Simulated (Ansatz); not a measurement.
Level of theory: frozen-core CCSD(T)/def2-TZVPP (Ansatz, a quantum-chemistry and plane-wave program).

Ansatz 0.2 input:
```yaml
crystal:
  periodic: [false, false, false]
  atoms:
    - { symbol: Br, position_ang: [0.0, 0.0, 0.0] }
basis:
  gaussian: { orbitals: def2-TZVPP }
correlation:
  method: ccsd_t
magnetization:
  spin_polarized: true
  initial_magnetization: 1
```

Output:

```
Functional definition: HF
322 factors; integrals over basis functions are off by at most 1.5e-4 eV
mean field evaluation 1: about -69998.3244 eV, gradient 5.1e0 eV
mean field evaluation 2: about -69998.3248 eV, gradient 5.1e0 eV
mean field evaluation 4: about -69998.5147 eV, gradient 5.6e-1 eV
mean field evaluation 8: about -69998.5183 eV, gradient 4.0e-3 eV
mean field evaluation 16: about -69998.5159 eV, gradient 6.3e-1 eV
mean field evaluation 32: about -69998.5183 eV, gradient 1.0e-2 eV
mean field evaluation 64: about -69998.5183 eV, gradient 8.5e-4 eV
mean field -69998.51830854 eV, -2572.3981011392 hartree, gradient 3.4e-6 eV, S^2 0.758689; 4 other end points of the search recorded, 0 dependent functions left out
9 core orbitals not correlated
reference -69998.51830854 eV, -2572.3981011392 hartree; 9, 8 occupied and 30, 31 virtual orbitals, 322 factors
second order -6.67253346 eV of doubles, -0.00000000 eV of singles
cycle   1  -6.81871178 eV  change   -1.5e-1 eV  update   4.2e-2
cycle   2  -6.98423599 eV  change   -1.7e-1 eV  update   1.2e-2
cycle   3  -6.98596738 eV  change   -1.7e-3 eV  update   3.5e-3
cycle   4  -6.98657330 eV  change   -6.1e-4 eV  update   8.6e-4
cycle   5  -6.98658059 eV  change   -7.3e-6 eV  update   1.7e-4
cycle   6  -6.98652439 eV  change    5.6e-5 eV  update   5.2e-5
cycle   7  -6.98654530 eV  change   -2.1e-5 eV  update   1.5e-5
perturbative correction -0.18485369 eV, -0.0067932480 hartree
Total energy: -70005.68970753 eV, -2572.6616451911 hartree
```

Cost: around 4 core-seconds (rough).
